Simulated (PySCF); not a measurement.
**Computed properties of TiI₄, SMILES [I][Ti]([I])([I])[I], multiplicity 1**

TiI4, SMILES [I][Ti]([I])([I])[I], multiplicity 1. The structure is a stationary point at PBE0-D3(BJ)/def2-SVP. The spin state was assumed, not searched. The isomer is the one that the SMILES or the coordinates give; other isomers of the formula were not compared. The def2 effective core potentials stand for the cores of I; spin–orbit coupling is left out. Other conformers were not sampled. All values are computed for the isolated molecule unless a solvent is named; none is compared with measurement here.

**Structure.** The optimised structure has Td symmetry. All 9 harmonic modes at PBE0-D3(BJ)/def2-SVP (PySCF) are real, so it is a minimum. With heavy atoms numbered as in [Ti:1]([I:2])([I:3])([I:4])[I:5], the shortest bond between them is Ti1–I2 at 2.523 Å and the longest Ti1–I5 at 2.523 Å.

**Vibrations.** The strongest infrared lines (harmonic, unscaled, degenerate partners summed) lie at 340 cm⁻¹ (231 km/mol, Ti 81 %, I 19 %), 65 cm⁻¹ (1 km/mol, I 90 %, Ti 10 %). The softest mode is at 51 cm⁻¹ and the zero-point energy is 2.1 kcal/mol.

**Electronic structure.** ωB97X/def2-TZVP (PySCF) places the frontier levels at -9.76 and -1.73 eV, a gap of 8.03 eV, and gives a dipole moment of 0.00 D and a mean polarisability of 177.4 bohr³.

**Excitations.** TDDFT-PBE0/def2-SVPD (PySCF) has S1 at 2.75 eV (450 nm, f = 0.000, dark); the most intense of the 10 singlets computed lies at 2.92 eV (f = 0.05). Strengths of degenerate partners are summed. T1 (TDA) is at 2.59 eV.
